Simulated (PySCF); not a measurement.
B(H)(SeH)2 (BH3Se2), SMILES [SeH]B[SeH]. Geometry optimised at B3LYP-D3(BJ)/def2-SVP. This is a generated structure with no PubChem entry under its InChIKey; it may be hypothetical. The values are those of a single conformer.

These are B3LYP-D3(BJ)/def2-SVP (PySCF) values and carry that method's errors.

Harmonic wavenumbers (cm⁻¹): 148, 259, 383, 534, 659, 738, 797, 822, 1032, 2414, 2415, 2667. Rotational constants (GHz): 30.34, 1.112, 1.073; symmetry number 2.

Task: Work out the zero-point energy and the ideal-gas rigid-rotor harmonic-oscillator thermochemistry at 298.15 K and 1 atm.

Result: ZPE = ½ Σ hcν = ½ × 12868 cm⁻¹ = 18.40 kcal/mol. H − E(el) = 22.06 kcal/mol. Entropy in cal/(mol K): translation 41.33, rotation 25.21, vibration 7.08, total 73.62. G − E(el) = 0.11 kcal/mol. Cp = 17.57 cal/(mol K). Modes under 150 cm⁻¹ make the vibrational entropy uncertain.
